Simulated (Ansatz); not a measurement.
Reaction (ligand exchange at the Si–O bond): `O[Si]1(F)CO1` + CH₃OH → `CO[Si]1(F)CO1` + H₂O

Gas-phase electronic energies from Ansatz, PBE0-D4/def2-TZVP geometries. CBS: MP2 limit from def2 TZ/QZ plus the TZ coupled-cluster correction, frozen cores. This one scheme is used for every species. Functionals use def2-TZVPP. B3LYP here is the variant with VWN-RPA as its local correlation; programs differ in this. Each species was taken in one conformer, which may not be the lowest.

`O[Si]1(F)CO1`:

```xyz
8

O    -0.671    0.663   -1.684
Si   -0.139    0.632   -0.159
F    -0.483    2.056    0.417
C     0.139   -0.770    0.907
O     1.291   -0.043    0.211
H    -0.405   -0.059   -2.257
H     0.062   -1.803    0.577
H     0.205   -0.677    1.988
```

CH₃OH:

Z-matrix (Å, degrees):
```
C
O 1 1.409
H 1 1.097 2 112.4
H 1 1.090 2 107.0 3 -118.5
H 1 1.097 2 112.4 3 123.0
H 2 0.959 1 108.5 3 -61.6
```

`CO[Si]1(F)CO1`:

```xyz
11

C    -1.687   -0.361   -1.202
O    -0.369   -0.533   -0.717
Si    0.314    0.048    0.613
F    -0.819    0.692    1.515
C     2.027    0.494    0.808
O     1.463   -0.821    1.352
H    -2.335    0.108   -0.458
H    -1.662    0.261   -2.099
H    -2.090   -1.341   -1.460
H     2.774    0.316    0.038
H     2.385    1.136    1.609
```

H₂O:

Cartesian coordinates in Å:
```
O -0.169 0.108 -0.333
H -0.018 -0.786 -0.018
H 0.187 0.678 0.352
```

(1) Is it downhill or uphill in electronic energy at CCSD(T)/CBS, and by how much? (Estimate.)

(2) What do these levels give: PBE-D4, r2SCAN-D4, PBE0-D4, B3LYP-D4, ωB97X-V, ωB97M-V, PBE, r2SCAN, SCS-MP2/def2-TZVPP, MP2/def2-QZVPP, SCS-MP2/def2-QZVPP, CCSD/CBS(def2)? (An estimate is asked.)

Largest T1 diagnostic among the species: 0.013.

## Answers

(1) The calculation gave: Nearly level: ΔE = -0.01 eV.

(2) The calculation gave: PBE-D4 0.03, r2SCAN-D4 0.03, PBE0-D4 0.02, B3LYP-D4 -0.01, ωB97X-V 0.02, ωB97M-V 0.02, PBE 0.06, r2SCAN 0.04, SCS-MP2/def2-TZVPP 0.01, MP2/def2-QZVPP -0.01, SCS-MP2/def2-QZVPP 0.00, CCSD/CBS(def2) -0.01 eV.

In def2-TZVPP, CCSD(T) changes the Hartree–Fock value by −0.03 eV (the triples alone add −0.01 eV) and MP2 by −0.04 eV. The D4 term adds −0.05 eV with B3LYP and −0.03 eV with PBE0; it sums over pairs of atoms, weighted by their polarisabilities, and B3LYP, whose exchange is more repulsive, gets the larger term.
